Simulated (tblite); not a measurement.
Compound: C₃H₁₂OSi₃.
SMILES with atom numbers: `[CH3:1][Si:2]1([O:3][SiH3:4])[CH2:5][SiH2:6][CH2:7]1` (hydrogens: H8, H9, H10 on C1; H11, H12, H13 on Si4; H14, H15 on C5; H16, H17 on Si6; H18, H19 on C7)

Computed with GFN2-xTB (tblite), gas phase: L-BFGS steps from a force-field or distance-geometry start until the largest atomic force falls under 0.01 eV/Å.

Step 30: E = -594.8022 eV
```
atom  x, y, z in Å  |  force x, y, z in eV/Å
C1      0.3360    2.2822   -0.3151   -0.005  -0.012   0.006
Si2    -0.0892    0.4401   -0.1800   -0.027  -0.038  -0.044
O3      1.3028   -0.3871   -0.4137   -0.018   0.016   0.017
Si4     2.7834   -0.8057    0.0878   -0.026  -0.003  -0.024
C5     -1.0048   -0.2591    1.3527   -0.012  -0.010   0.023
Si6    -2.1189   -1.3424    0.2306    0.007   0.019  -0.030
C7     -1.4701   -0.3333   -1.2657    0.030   0.008  -0.006
H8      0.7543    2.4966   -1.2939   -0.012   0.021   0.008
H9      1.0843    2.5476    0.4254   -0.012   0.031   0.004
H10    -0.5262    2.9234   -0.1703   -0.008  -0.023   0.003
H11     2.7017   -1.2819    1.4713    0.012   0.013  -0.034
H12     3.1795   -1.8545   -0.8471    0.001  -0.006   0.006
H13     3.6474    0.3752   -0.0010   -0.016  -0.027   0.017
H14    -0.3877   -0.7937    2.0678    0.017  -0.024   0.006
H15    -1.5670    0.4804    1.9156    0.007   0.033   0.003
H16    -3.5601   -1.2265    0.4833    0.027  -0.001  -0.004
H17    -1.7272   -2.7544    0.1958   -0.017   0.026   0.010
H18    -2.1940    0.4007   -1.6137    0.044  -0.007  -0.001
H19    -1.1541   -0.8985   -2.1373    0.009  -0.015   0.039
```

Step 31: E = -594.8027 eV
```
atom  x, y, z in Å  |  force x, y, z in eV/Å
C1      0.3360    2.2830   -0.3148   -0.014  -0.007   0.006
Si2    -0.0901    0.4400   -0.1804   -0.008  -0.009  -0.013
O3      1.3023   -0.3859   -0.4120   -0.016   0.008   0.005
Si4     2.7828   -0.8057    0.0874   -0.027  -0.011  -0.016
C5     -1.0051   -0.2596    1.3537    0.001   0.005   0.013
Si6    -2.1183   -1.3413    0.2301   -0.012   0.008  -0.015
C7     -1.4685   -0.3341   -1.2660    0.017   0.004  -0.007
H8      0.7535    2.4974   -1.2950   -0.017   0.018   0.042
H9      1.0840    2.5488    0.4272   -0.032   0.023  -0.026
H10    -0.5277    2.9236   -0.1700    0.015  -0.034  -0.001
H11     2.6999   -1.2830    1.4703    0.015   0.013  -0.031
H12     3.1788   -1.8538   -0.8476    0.001  -0.014  -0.001
H13     3.6466    0.3740   -0.0030   -0.006  -0.014   0.020
H14    -0.3876   -0.7962    2.0673    0.008  -0.011   0.003
H15    -1.5665    0.4809    1.9166    0.013   0.020   0.004
H16    -3.5595   -1.2236    0.4829    0.029  -0.004  -0.007
H17    -1.7262   -2.7529    0.1960   -0.019   0.023   0.010
H18    -2.1915    0.3999   -1.6149    0.037  -0.005  -0.011
H19    -1.1526   -0.9020   -2.1355    0.013  -0.012   0.026
```

Step 32: E = -594.8031 eV
```
atom  x, y, z in Å  |  force x, y, z in eV/Å
C1      0.3359    2.2840   -0.3145   -0.019  -0.006   0.006
Si2    -0.0916    0.4406   -0.1808    0.009   0.016   0.023
O3      1.3013   -0.3834   -0.4103   -0.011  -0.002  -0.007
Si4     2.7813   -0.8056    0.0865   -0.019  -0.016  -0.011
C5     -1.0055   -0.2602    1.3548    0.011   0.015   0.002
Si6    -2.1180   -1.3404    0.2295   -0.019   0.003   0.003
C7     -1.4667   -0.3350   -1.2664    0.003  -0.004  -0.007
H8      0.7531    2.4983   -1.2952   -0.018   0.016   0.054
H9      1.0836    2.5503    0.4282   -0.040   0.015  -0.039
H10    -0.5281    2.9245   -0.1699    0.019  -0.035  -0.001
H11     2.6987   -1.2835    1.4686    0.015   0.009  -0.021
H12     3.1767   -1.8533   -0.8486    0.001  -0.020  -0.007
H13     3.6464    0.3724   -0.0038    0.001  -0.003   0.019
H14    -0.3867   -0.7990    2.0663   -0.002   0.003  -0.002
H15    -1.5660    0.4807    1.9188    0.020   0.005   0.004
H16    -3.5586   -1.2212    0.4822    0.021  -0.004  -0.008
H17    -1.7271   -2.7521    0.1970   -0.018   0.017   0.007
H18    -2.1892    0.3978   -1.6173    0.027   0.002  -0.021
H19    -1.1495   -0.9059   -2.1328    0.019  -0.012   0.008
```

Task: Estimate the geometry and energy of step 33. (The exact step hangs on the optimiser's Hessian estimate; all steps are aligned on step 32, rigid shifts and turns removed.)

Result: E = -594.8036 eV, largest force 0.061 eV/Å
```
atom  x, y, z in Å  |  force x, y, z in eV/Å
C1      0.3355    2.2852   -0.3140   -0.022  -0.006   0.005
Si2    -0.0937    0.4423   -0.1804    0.020   0.029   0.050
O3      1.2999   -0.3797   -0.4085   -0.003  -0.014  -0.020
Si4     2.7792   -0.8054    0.0852   -0.004  -0.016  -0.009
C5     -1.0059   -0.2607    1.3562    0.017   0.020  -0.009
Si6    -2.1178   -1.3394    0.2289   -0.014   0.003   0.020
C7     -1.4645   -0.3363   -1.2668   -0.007  -0.011  -0.003
H8      0.7526    2.4995   -1.2944   -0.013   0.014   0.046
H9      1.0828    2.5523    0.4286   -0.035   0.009  -0.035
H10    -0.5276    2.9262   -0.1700    0.002  -0.026   0.001
H11     2.6976   -1.2838    1.4663    0.013   0.003  -0.007
H12     3.1736   -1.8530   -0.8502   -0.001  -0.023  -0.012
H13     3.6467    0.3705   -0.0041    0.004   0.004   0.016
H14    -0.3853   -0.8023    2.0646   -0.011   0.016  -0.007
H15    -1.5653    0.4797    1.9222    0.025  -0.006   0.004
H16    -3.5573   -1.2182    0.4812    0.003  -0.003  -0.007
H17    -1.7291   -2.7513    0.1985   -0.015   0.008   0.005
H18    -2.1865    0.3945   -1.6214    0.017   0.008  -0.030
H19    -1.1446   -0.9107   -2.1292    0.023  -0.011  -0.009
```

The energy changes by -0.0004 eV. The first-order estimate −F·Δx gives -0.0006 eV and the mean of the old and new forces, exact on a quadratic surface, -0.0004 eV. The step makes an angle of 72° with the force vector and moves no atom by more than 0.008 Å.

What follows is the cost of the whole relaxation. On Intel Xeon at 2.50 GHz, one thread, shared host with 64 logical CPUs at a one-minute load of 50, this took 5.0 s of wall time.
